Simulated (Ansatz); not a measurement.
Relaxation of CH6BF2N (11 atoms, charge 0, multiplicity 1), to a largest force component of 0.03 eV/Å in at most 50 steps.

Computed with RKS BLYP-D4/def2-SVP (Ansatz 0.2.0).

```xyz
11
Properties=species:S:1:pos:R:3:forces:R:3
B 0.137 -0.614 -0.261 -0.47 -2.25 -0.05
C -0.171 0.061 2.452 -0.05 0.04 0.35
H -0.718 0.032 3.415 0.00 0.00 0.00
H 0.908 0.204 2.647 0.00 0.00 -0.01
H -0.550 0.907 1.851 -0.01 0.00 0.00
F 1.401 -0.193 -0.127 -0.01 0.00 0.00
F -0.799 0.261 -0.654 0.01 0.00 0.00
N -0.207 -2.034 -0.050 0.54 2.02 -0.58
H -1.160 -2.382 -0.140 0.00 0.00 -0.01
H 0.485 -2.718 0.250 0.00 -0.01 0.00
H -0.328 -0.891 1.908 -0.01 0.21 0.30
```

Where does it end, and by what steps?

The forces met the threshold. The force dipped under the threshold on the way, but the program's further checks kept it going. After 12 steps the energy has fallen by 0.222 eV; H11 moved furthest, 0.61 Å.

```json
{"step": "0", "energy less start (eV)": "0.0000", "largest force component (eV/Å)": "2.250", "accepted": "yes"}
{"step": "1", "energy less start (eV)": "-0.1726", "largest force component (eV/Å)": "0.874", "accepted": "yes"}
{"step": "2", "energy less start (eV)": "-0.2090", "largest force component (eV/Å)": "0.218", "accepted": "yes"}
{"step": "3", "energy less start (eV)": "-0.2132", "largest force component (eV/Å)": "0.111", "accepted": "yes"}
{"step": "4", "energy less start (eV)": "-0.2158", "largest force component (eV/Å)": "0.087", "accepted": "yes"}
{"step": "5", "energy less start (eV)": "-0.2182", "largest force component (eV/Å)": "0.142", "accepted": "yes"}
{"step": "6", "energy less start (eV)": "-0.2202", "largest force component (eV/Å)": "0.097", "accepted": "yes"}
{"step": "7", "energy less start (eV)": "-0.2216", "largest force component (eV/Å)": "0.013", "accepted": "yes"}
{"step": "8", "energy less start (eV)": "-0.2219", "largest force component (eV/Å)": "0.043", "accepted": "yes"}
{"step": "9", "energy less start (eV)": "-0.2221", "largest force component (eV/Å)": "0.030", "accepted": "yes"}
{"step": "10", "energy less start (eV)": "-0.2218", "largest force component (eV/Å)": "0.106", "accepted": "no"}
{"step": "11", "energy less start (eV)": "-0.2223", "largest force component (eV/Å)": "0.021", "accepted": "yes"}
{"step": "12", "energy less start (eV)": "-0.2224", "largest force component (eV/Å)": "0.024", "accepted": "yes"}
```

```xyz
11
Properties=species:S:1:pos:R:3
B 0.227 -0.717 -0.393
C -0.253 0.138 2.659
H -0.433 0.405 3.718
H 0.809 0.308 2.403
H -0.888 0.760 2.001
F 1.506 -0.346 -0.205
F -0.663 0.242 -0.707
N -0.166 -2.061 -0.268
H -1.131 -2.364 -0.392
H 0.487 -2.802 -0.018
H -0.498 -0.928 2.494
```

Time of the run: 25 s on 2 threads of Arm Neoverse V1, on a shared host, peak memory 0.15 GiB.
